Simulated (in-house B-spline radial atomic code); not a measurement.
How numerical settings move a run on Fe V (Fe4+), [Ar] 3d4. Computed with an all-electron radial atomic-structure program (B-spline basis): scalar-relativistic (X2C) revTPSS, spherical fractional occupations, Fermi nucleus of rms radius 3.7377 fm.

Command:
```bash
python run_scf.py task.json out
```
Settings of the sound reference run:
```
Z                26
electrons        22
configuration    [Ar] 3d4
hamiltonian      x2c
method           revtpss,revtpss
spin_polarised   False
nucleus          fermi
rms_radius       3.7377
mass_number      56
atomic_mass      55.93494
speed_of_light   137.036
knot_spacing     0.22
spline_order     8
gauss_points     12
box_radius       12.77
max_iterations   70
damping          0.5
damped_steps     3
diis_vectors     10
tolerance        1e-08
start            Thomas-Fermi
```

Run time, properties included: 0.36 s on 1 thread of Arm Neoverse N1 (shared host).

It converges in 8 iterations to -1268.037706 hartree, with 3d at -63.0416 eV. The other runs change the listed settings, some to values that make no sense; their results aren't properties of the atom or ion. Radii are in bohr (the nuclear one in fm), a minus after a letter asks for a j subshell, and «unchanged» means within 1e-8 hartree. The run stops when the residual is below 10 × tolerance × max(1, Z/10), or a noise floor if that is larger, and the energy moves by less than 1e-8 × √|E| hartree; so very loose and very tight tolerances often act alike.

| changed settings | outcome |
| --- | --- |
| damping = 0.95 | converged in 8 iterations, energy unchanged, 3d level +6.7e-06 eV |
| start = bare nucleus | converged in 8 iterations, energy unchanged |
| damping = 0.8 | converged in 8 iterations, energy unchanged, 3d level +4.2e-06 eV |
| damping = 0 | converged in 7 iterations, energy unchanged, 3d level -1.5e-06 eV |
| damping = 0.2 | converged in 7 iterations, energy unchanged, 3d level +5.6e-06 eV |
| knot_spacing = 0.3 | converged in 8 iterations, energy +6.49e-05 hartree from the reference, 3d level +1.7e-04 eV |
| knot_spacing = 0.4 | converged in 8 iterations, energy +3.46e-04 hartree from the reference, 3d level -2.6e-03 eV |
| electrons = 23, configuration = [Ar] 3d4 4p-1, max_iterations = 60 | stopped with error: j subshells need the Dirac Hamiltonian and l > 0 |
| knot_spacing = 0.1, spline_order = 3, max_iterations = 50, diis_vectors = 2 | converged in 8 iterations, energy +1.13e-03 hartree from the reference, 3d level -3.4e-04 eV |
| box_radius = 6.38, max_iterations = 100, damped_steps = 1, start = bare nucleus | converged in 6 iterations, energy +1.40e-07 hartree from the reference, 3d level +2.3e-05 eV |
| knot_spacing = 2 | converged in 7 iterations, energy +9.06e+01 hartree from the reference, 3d level -3.9e+00 eV (the program warns: 1s reaches the box edge; 2s reaches the box edge) |
| box_radius = 1.28, first_knot = 0.0385, max_iterations = 100, diis_vectors = 20, start = bare nucleus | converged in 7 iterations, energy +1.40e+01 hartree from the reference, 3d level +7.7e+01 eV (the program warns: 3d has a positive eigenvalue: unbound, held by the box; 2s reaches the box edge) |
| knot_spacing = 1.4 | converged in 8 iterations, energy +2.72e+01 hartree from the reference, 3d level -1.7e-01 eV (the program warns: 1s reaches the box edge; 2s reaches the box edge) |
| electrons = 23, configuration = [Ar] 3d4 2f1, max_iterations = 60 | stopped with error: there is no 2f shell |

(1) What happens with first_knot = 0.0115, max_iterations = 100, damping = 0?

(2) What happens with knot_spacing = 0.55?

(3) What happens with knot_spacing = 0.75?

(4) What happens with hamiltonian = dirac, method = hf, speed_of_light = 19.50022?

Answers

(1) Converged in 7 iterations, energy +4.83e-03 hartree from the reference, 3d level -1.3e-05 eV.

(2) Converged in 8 iterations, energy +1.82e-02 hartree from the reference, 3d level -2.9e-03 eV.

(3) Converged in 8 iterations, energy +6.03e-01 hartree from the reference, 3d level -1.3e-01 eV (the program warns: 2s reaches the box edge).

(4) Stopped with error: Z/c is past the critical charge.
